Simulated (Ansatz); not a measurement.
Reaction (redistribution): `B[SiH2]B` + `BC(=C)[SiH2]C` → `B[SiH](B)[SiH2]C` + `BC=C`

Program: Ansatz. Geometries: PBE0-D4/def2-TZVP. ΔE: electronic, gas phase. CCSD(T)/CBS adds triple-zeta CCSD(T) − MP2 to the extrapolated MP2 energy (def2 sets, frozen cores). Functionals use def2-TZVPP. Each species was taken in one conformer, which may not be the lowest.

```
         level  ΔE (eV)
        B2PLYP    -0.18
MP2/def2-QZVPP    -0.16
```

Q: What does CCSD(T)/CBS give? (An estimate is asked.)

A: Ansatz gave: -0.19 eV. The listed levels differ from it by 0.01, 0.03 eV.

Largest T1 diagnostic among the species: 0.015.

From PBE to PBE0 (25 % exact exchange), in def2-TZVPP and without D4, ΔE moves by +0.06 eV. In def2-TZVPP, CCSD(T) changes the Hartree–Fock value by −0.22 eV (the triples alone add −0.04 eV) and MP2 by −0.20 eV.
